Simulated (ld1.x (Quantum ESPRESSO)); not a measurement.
## Cu: excitation energies, all-electron against TM

copper, norm-conserving Troullier–Martins (Kleinman–Bylander form), made with ld1.x (Quantum ESPRESSO) 7.5 (BLYP, scalar-relativistic). Core [Ar], reference 3d10 4s0.5 4p0 (charge +0.5). Waves: 4s (bound): rc 1.55 bohr; 4p (bound, empty): rc 2.05 bohr; 3d (bound): rc 1.15 bohr; 4f channel at -0.15 Ry: rc 1.70 bohr. Local part: all-electron potential smoothed inside 1.00 bohr (lloc = -2). Core correction: a·sin(br)/r model core inside 0.70 bohr.

Energies are relative to the spin-unpolarised reference configuration 3d10 4s0.5 4p0; without spin polarisation the order of configurations can differ from experiment.

```tsv
valence configuration	charge	ΔE all-electron (eV)	error AE − PS (meV)
3d10 4s1 4p0	0	-3.204	-2.0
3d10 4s0 4p0	+1	5.072	-3.8
3d9 4s0 4p0	+2	26.453	-64
3d9 4s2 4p0	0	-1.303	-150
3d9 4s1 4p1	0	3.558	-133
3d9 4s1 4p0	+1	8.344	-115
```

Q: What are ΔE and the potential's error for 3d7 4s0 4p0?

A: ΔE = 125.163 eV all-electron; the error (AE − PS) is -1758 meV.

Levels in the configuration 3d9 4s2 4p0:

```
level  all-electron (eV)  pseudo (eV)
   3d             -9.427       -9.745
   4s             -5.783       -5.754
```

These tests converged, but a pseudo level misses the all-electron one widely, so the file describes the atom poorly there or has found another state: 3d7 4s0 4p0: empty 4s by 13.8 eV (a node warning on the way).

Note: ghost state, extra bound levels that the all-electron valence spectrum of the same l lacks: s at -24.9 eV. A true bound ghost makes a file unfit for plane-wave use.
